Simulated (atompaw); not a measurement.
## Building the PAW (atompaw) potential for beryllium (LDA (PW92), scalar-relativistic).

Input for atompaw 4.2.0.5:

```
Be 4
LDA-PW scalarrelativistic loggrid 1500 logderivrange -2 5 176
2 2 0 0 0 0
2 1 0
0 0 0
c
v
v
2
3.00 2.45 2.25 2.25
y
2.15
n
y
3.7
n
y
0.4
n
custom rrkj vanderbiltortho gaussian
bessel
3.00
1.90
3.00
3.00
3.00
PWSCFOUT
UPFDX 0.0125d0 UPFXMIN -7.d0 UPFZMESH 4.d0
END
```

Command:

```bash
atompaw < Be.input > Be.log
```

Output (summary file):

```
Completed calculations for Be (AE)

 Exchange-correlation type: LDA, Perdew-Wang correlation

 Radial integration grid is logarithmic
 r0 =   1.7861479E-03 h =   7.1445917E-03   n =      1500 rmax =   8.0000000E+01

 Scalar relativistic calculation

 AEatom converged in  20 iterations
   nz     =   4.00
   delta  =       7.770526281868E-17

 All Electron Orbital energies:
  n  l      occupancy      energy
  1  0      2.0000000E+00 -7.7134381E+00
  2  0      2.0000000E+00 -4.1160694E-01
  2  1      0.0000000E+00 -1.5434880E-01

 Total energy
   Total                    :      -28.89860262907553

 ---
 Completed calculations for Be (SC)

 Exchange-correlation type: LDA, Perdew-Wang correlation

 Radial integration grid is logarithmic
 r0 =   1.7861479E-03 h =   7.1445917E-03   n =      1500 rmax =   8.0000000E+01

 Scalar relativistic calculation

 SCatom converged in   1 iterations
   nz     =   4.00
   delta  =       1.746038343908E-18

 Valence Electron Orbital energies:
  n  l      occupancy      energy
   2  0      2.0000000E+00 -4.1160694E-01
   2  1      0.0000000E+00 -1.5434880E-01

 Total energy
   Total                    :      -28.89860262905014
   Valence                  :       -6.13858559484321

 PAW parameters:
       lmax =            2
         rc =    3.0104459872666647
        irc =         1041
   rc_shape =    2.4643011626353388
    rc_vloc =    2.2616808543868818
    rc_core =    2.2616808543868818
   Vloc: truncated form - Vps(r)=A.sin(qr)/r for r<rc
   Projector type: RRKJ pseudization + Vanderbilt ortho.
   Gaussian compensation charge shape with gausstol =   1.0000E-04

 Number of basis functions     5
 No.   n  nodes  l      Energy         Cp coeff         Occ
  1    2    1    0   -0.4116069E+00  0.1338005E+02  0.2000000E+01
  2  999    2    0    0.2150000E+01  0.1673506E+01  0.0000000E+00
  3    2    0    1   -0.1543488E+00 -0.5802296E+03  0.0000000E+00
  4  999    1    1    0.3700000E+01  0.2684178E+01  0.0000000E+00
  5  999    0    2    0.4000000E+00 -0.3161202E+02  0.0000000E+00

 Eigenvalues of overlap operator (in the basis of projectors):
    1        6.43022304E-02
    2        5.37924199E-01
    3        4.01537023E+00
    4        1.23730919E+01
    5        5.62465413E+03

 Orbital leakage outside PAW augmentation regions
   orb  is_core?  %out_of_sphere
   1 0    T           0.00
   2 0    F          31.20
   2 1    F          46.75

 Summary of PAW energies
   Total valence energy     :     -6.13858710707296
   Smooth energy            :      2.28035237788680
   One center               :     -8.41893948495976
   Smooth kinetic           :      0.75752199216726
   Vloc energy              :      0.66886488983987
   Smooth exch-corr         :     -0.95277752033734
   One-center xc            :     -4.07654714277424

  Detected negative values for pseudo core + nhat
    which may cause trouble
  Please try reducing rc_core and or adjusting compensation charge shape
```

The run took about 0.44 s on one core of a shared server CPU.
